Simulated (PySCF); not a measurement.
Ti(OH)3(NH2) (H5NO3Ti), SMILES [NH2][Ti]([OH])([OH])[OH], multiplicity 1.

Coordinates come from a B3LYP-D3(BJ)/def2-SVP optimisation. The multiplicity is an assumed one; no other spin state was optimised. The structure was generated by enumeration; whether it is a known compound was not checked. Other conformers were not sampled.

Two levels are set side by side: TDA-PBE/def2-SVPD (PySCF) and TDA-M06-2X/def2-SVPD (PySCF). Vertical, same geometry. The lowest singlet is HOMO→LUMO 99 % with PBE and HOMO→LUMO+1 86 % with the other functional; states are paired by order. Differences are taken from unrounded values.

```csv
quantity,TDA-M06-2X
lowest singlet excitation (eV),4.94
lowest triplet excitation (TDA) (eV),4.71
```

Task: What does TDA-PBE give, and how far is it from TDA-M06-2X? (An estimate is asked for; the answer gives what the named calculation found.)

Result: 
| quantity | TDA-PBE | TDA-PBE minus TDA-M06-2X |
|---|---|---|
| lowest singlet excitation (eV) | 3.92 | -1.02 |
| lowest triplet excitation (TDA) (eV) | 3.76 | -0.95 |

A lower first singlet is the usual sign of a functional without exact exchange. Differences between two approximate levels are no errors against the true value.

Rough cost on one machine, each run with all the roots and properties that it gave: TDA-M06-2X against TDA-PBE about 10 times.
